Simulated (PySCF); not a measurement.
Fill in the blanks.

Species: Si6Cl6 prismane, Si6Cl6.
Z-matrix (Å and degrees, PBE0-D3(BJ)/def2-SVP geometry), rows numbered from 1:
```
Si
Cl  1  2.0647
Si  1  2.3947  2  131.91
Cl  3  2.0651  1  131.76  2    -1.12
Si  1  2.3888  2  131.56  3    84.13
Cl  5  2.0636  1  132.30  3   121.72
Si  5  2.3684  1   90.18  3   -90.20
Cl  7  2.0656  5  127.93  1  -149.45
Si  1  2.3679  2  129.74  3  -138.42
Cl  9  2.0652  1  128.65  2     1.30
Si  3  2.3695  1   89.94  5    89.86
Cl 11  2.0657  3  128.99  1   148.83
```

```tsv
property	level	value
rotational constants A, B, C	PBE0-D3(BJ)/def2-SVP	?
dipole moment	wB97X-D/def2-SVPD	?
HOMO energy	wB97X-D/def2-SVPD	-8.77 eV
LUMO energy	wB97X-D/def2-SVPD	-2.38 eV
lowest singlet excitation	TDDFT wB97X-D/def2-SVPD	?
lowest triplet excitation (Tamm–Dancoff)	TDA wB97X-D/def2-SVPD	?
static isotropic polarisability	wB97X-D/def2-SVPD	?
electronic spatial extent ⟨r²⟩ about the centre of nuclear charge	wB97X-D/def2-SVPD	?
isotropic shieldings of nuclei other than C and H, by class	GIAO KT2/pcSseg-1	352 (Si1/Si3/Si5/Si7/Si9/Si11), 784 (Cl2/Cl4/Cl6/Cl8/Cl10/Cl12) ppm
core binding energies	ΔSCF SCAN, pcX-2 on the ionised atom, pcseg-1 elsewhere, spin-free X2C, 2p3/2 from a spin–orbit splitting computed afterwards within the 2p shell	Si2p3/2 107.1 (Si1/Si3/Si5/Si7/Si9/Si11), Cl2p3/2 205.9 (Cl2/Cl4/Cl6/Cl8/Cl10/Cl12), Si1s 1846.9 (Si1/Si3/Si5/Si7/Si9/Si11), Cl1s 2828.5 (Cl2/Cl4/Cl6/Cl8/Cl10/Cl12) eV
```

Gas-phase values; electronic properties from PySCF, density fitting. Geometry: PBE0-D3(BJ)/def2-SVP, one conformer, isolated molecule. NMR classes are plain means over equivalent atoms (diastereotopic ones count apart unless rotation or inversion swaps them), as if these changed places fast; in this geometry the members of some classes differ.

(1) What is the electronic spatial extent ⟨r²⟩ about the centre of nuclear charge?

(2) What is the dipole moment?

(3) The static isotropic polarisability?

(4) What is the lowest singlet excitation?

(5) What is the lowest triplet excitation (Tamm–Dancoff)?

(6) What are the rotational constants A, B, C?

Results:

(1) 6841 bohr².

(2) 0.05 D.

(3) 263.4 au.

(4) 2.22 eV (558 nm, f = 0.001 summed over 2 states within 0.01 eV).

(5) 1.90 eV.

(6) 0.230, 0.193, 0.192 GHz.

The vertical singlet–triplet gap S1 − T1 is 0.32 eV (TDDFT singlet less Tamm–Dancoff triplet). With B = h/(8π²I), that is 505.379 GHz u Å² over I, the principal moments of inertia are 2194.6, 2614.6 and 2634.5 u Å² (most abundant isotopes); the inertial defect Ic − Ia − Ib is -2174.7 u Å² (zero for a rigid planar frame, negative otherwise). In wavenumbers S1 is 17900 cm⁻¹ (1 eV = 8065.54 cm⁻¹). The polarisability is 39.03 Å³ as a volume (1 au = 0.148185 Å³), or 1.42 au for each of the 186 electrons. The rotational constants are those of a nearly prolate symmetric top.
